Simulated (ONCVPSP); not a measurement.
Ranking ONCV potentials for Li (Z = 3)

All share these settings but for the change named:

lithium, optimised norm-conserving Vanderbilt (ONCV), made with ONCVPSP 4.0.1 (PBE, fully relativistic). Core none, reference 1s2 2s1. Waves: 1s+2s: rc 1.25 bohr, ncon 3, nbas 6, qcut 10.5 1/bohr, 2 projectors; p scattering state at 0.35 Ha: rc 1.10 bohr, ncon 4, nbas 8, qcut 7.4 1/bohr, 1 projector; d scattering state at 0.14 Ha: rc 1.30 bohr, ncon 3, nbas 6, qcut 7.4 1/bohr, 3 projectors, debl 2.8 Ha. Local part: polynomial inside 0.70 bohr (lpopt 3, dvloc0 0 Ha). Core correction: none.

Open shells are filled in proportion to 2j + 1.

Cutoff: the first of the cutoffs (Ha) at which the residual kinetic energy of the hardest occupied pseudo-wave falls to 1 and 0.1 mHa per electron; the density cutoff is not measured.

The base gives 36 Ha.

Of 10 variants that were run, those that failed, showed a ghost or another fault, or gave nearly equal values are left out.

A variant can come out equal or close to the base.

Rank these variants from softest to hardest (loose cutoff).
A. s: rc 0.92
B. reference 1s2; wave 1s+2s: rc 1.25 bohr, ncon 3, nbas 6, qcut 10.5 1/bohr, 2 projectors becomes 1s: rc 1.25 bohr, ncon 3, nbas 6, qcut 10.5 1/bohr, 2 projectors, debl 3.1 Ha
C. s: qcut 9

C (30 Ha), B (36 Ha), A (46 Ha).
